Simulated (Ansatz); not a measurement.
Single points on Ge3Cl.

```yaml
crystal:
  periodic: [false, false, false]
  atoms:
    - {symbol: Ge, position_ang: [-1.233021, -0.526025, 0.105235]}
    - {symbol: Ge, position_ang: [0.526389, -1.531351, -1.193031]}
    - {symbol: Ge, position_ang: [1.167210, 0.603401, -0.285676]}
    - {symbol: Cl, position_ang: [-0.460579, 1.453975, 1.373482]}
basis:
  gaussian: {orbitals: def2-SVP, initial_orbitals: start.molden}
magnetization: {spin_polarized: true, initial_magnetization: 1}
hamiltonian: {xc: pbe, dispersion: d4}
scf: {omitted_lower_state_checks: [starts]}
output: {orbitals: {seedname: orbitals}}
```

The file start.molden holds the orbitals of an earlier run on this structure, at another level or in another basis.

```sh
$ ansatz run in.yaml --threads 4 --pin off --events-out ev --progress --plain --max-ram 4787MiB
```

It prints (some lines left out):

```
Functional definition: PBE
1248 factors; their error is unknown
mean field evaluation 1: about -182022.3094 eV, gradient 8.0e0 eV
mean field evaluation 2: about -182022.5254 eV, gradient 2.1e-1 eV
mean field evaluation 4: about -182022.4118 eV, gradient 4.0e-2 eV
mean field -182022.41183148 eV, -6689.2002555847 hartree, gradient 1.7e-5 eV, S^2 0.753499; 0 other end points of the search recorded, 0 dependent functions left out
reference -182022.41186050 eV, -6689.2002566512 hartree; 57, 56 occupied and 57, 58 virtual orbitals, 1248 factors
Total energy: -182022.62185348 eV, -6689.2079737509 hartree
Checks for a lower state left out: starts
```

Hardware: 4 threads of Arm Neoverse V2 on a shared host. Wall time 1.4 s.

First input, but with `gaussian: {orbitals: 6-31G}`, `hamiltonian: {xc: hf}` (abridged; 2.3 s):

```
Functional definition: HF
mean field evaluation 16: about -181895.1570 eV, gradient 2.3e-5 eV
mean field -181895.15702889 eV, -6684.5237278460 hartree, gradient 5.0e-6 eV, S^2 0.820944
Total energy: -181895.15702889 eV, -6684.5237278460 hartree
Checks for a lower state left out: starts
```

The first input with `hamiltonian: {xc: {text: "exchange = 0.60*pbe_x + 0.40*exact_x\ncorrelation = pbe_c"}}` (abridged; 3.1 s):

```
Functional definition: unnamed
mean field -182030.27331302 eV, -6689.4891597026 hartree, gradient 2.4e-5 eV, S^2 0.765388
Total energy: -182030.27333063 eV, -6689.4891603499 hartree
Checks for a lower state left out: starts
```

The first input with `gaussian: {orbitals: def2-TZVP, initial_orbitals: start.molden}`, `hamiltonian: {xc: r2scan, dispersion: d4}`, `output: {forces: true, orbitals: {seedname: orbitals}}` (abridged; 8 s):

```
Functional definition: r2SCAN
mean field -182076.81807237 eV, -6691.1996480596 hartree, gradient 2.3e-5 eV, S^2 0.762803
Total energy: -182076.85698955 eV, -6691.2010782398 hartree
Atom 0 force     0.134522     0.133703     0.057251 eV/Å
Atom 1 force    -0.019370     0.049579     0.026872 eV/Å
Atom 2 force    -0.166738    -0.007592     0.106558 eV/Å
Atom 3 force     0.051587    -0.175689    -0.190682 eV/Å
Dipole moment:     0.029036    -0.089198    -0.079287 e Å
Checks for a lower state left out: starts
```

As the first input, with `hamiltonian: {xc: {text: "exchange = 0.90*pbe_x + 0.10*exact_x\ncorrelation = pbe_c"}}` (abridged; 2.6 s):

```
Functional definition: unnamed
mean field -182024.31613963 eV, -6689.2702376187 hartree, gradient 2.4e-5 eV, S^2 0.755548
Total energy: -182024.31616583 eV, -6689.2702385813 hartree
Checks for a lower state left out: starts
```

The first input with `gaussian: {orbitals: STO-3G}`, `hamiltonian: {xc: hf}` (abridged; 1.1 s):

```
Functional definition: HF
mean field evaluation 16: about -179860.7519 eV, gradient 7.4e-1 eV
mean field -179860.77506687 eV, -6609.7615696955 hartree, gradient 5.9e-6 eV, S^2 1.357710
Total energy: -179860.77506687 eV, -6609.7615696955 hartree
Checks for a lower state left out: starts
```

First input, but with `gaussian: {orbitals: def2-TZVPD, initial_orbitals: start.molden}` (abridged; 4.2 s):

```
Functional definition: PBE
mean field -182048.17457372 eV, -6690.1470188995 hartree, gradient 4.3e-5 eV, S^2 0.754192
Total energy: -182048.38461273 eV, -6690.1547376908 hartree
Checks for a lower state left out: starts
```

Geometry: r2SCAN-D4/def2-SVP.

The 6-31G sets use Cartesian d functions. At HF/STO-3G the charge 0 doublet is spin-contaminated (final ⟨S²⟩ up to 1.36, 0.75 for a pure state). The structure comes from a short search, and lower isomers may exist.
